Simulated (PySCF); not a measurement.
boric acid (BH3O3), SMILES OB(O)O. Atoms are numbered in the order given.

```xyz
7

O     -0.6153    -1.2379     0.0000
B     -0.0330    -0.0107     0.0000
O      1.3396     0.0596     0.0000
O     -0.8693     1.0684     0.0000
H      0.0484    -1.9332     0.0000
H      1.7062     0.9462     0.0000
H     -0.4297     1.9203     0.0000
```

The structure is a stationary point at PBE0-D3(BJ)/def2-SVP. One conformer was computed; it need not be the lowest.

Computed with r2SCAN/def2-TZVPD (PySCF).

Mulliken values depend strongly on the basis, most of all with diffuse functions as here. ESP charges are fitted to the potential on shells at 1.4 to 2.0 van der Waals radii. Atomic charges (e):

```tsv
atom	ESP fit	Mulliken	IAO
O1	-0.60	-0.47	-0.58
B2	0.67	0.65	0.65
O3	-0.69	-0.47	-0.60
O4	-0.57	-0.49	-0.58
H5	0.42	0.29	0.38
H6	0.41	0.25	0.37
H7	0.36	0.25	0.37
```
